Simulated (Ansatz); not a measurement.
Harmonic frequencies (cm⁻¹) at PBE0-D4/def2-TZVP from Ansatz: 91, 261, 299, 353, 413, 537, 577, 720, 740, 800, 893, 894, 905, 1245, 1332, 1368, 1450, 1456, 1476, 1638, 3035, 3098, 3114, 3130, 3217, 3617, 3716.

Each molecule was computed in one conformer, which needn't be the lowest.

Problem. Which molecule is it?
A. `B[N]CC`•
B. `[CH2]B(C)N`•
C. `[CH2][CH2][GeH3]`•
D. `O[SiH2]C[SiH2]`•

Solution. B.
